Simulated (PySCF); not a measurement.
A structure optimised at B3LYP-D3(BJ)/def2-SVP, used in a PySCF frequency run:

```
C
O 1 1.2754
H 2 0.9822 1 113.95
O 1 1.2845 2 116.89 3 -0.56
H 4 0.9770 1 114.98 2 -179.85
C 1 1.4771 2 118.62 3 177.89
H 6 1.0982 1 110.04 2 26.29
H 6 1.0994 7 111.06 1 -124.01
H 6 1.1070 7 107.86 8 -118.78
```
Charge +1, spin multiplicity 1.

Write its SMILES and formula.

CC(O)=[OH+], C2H5O2

What are its rotational constants (standard atomic weights)?

10.995, 9.1594, 5.1597 GHz
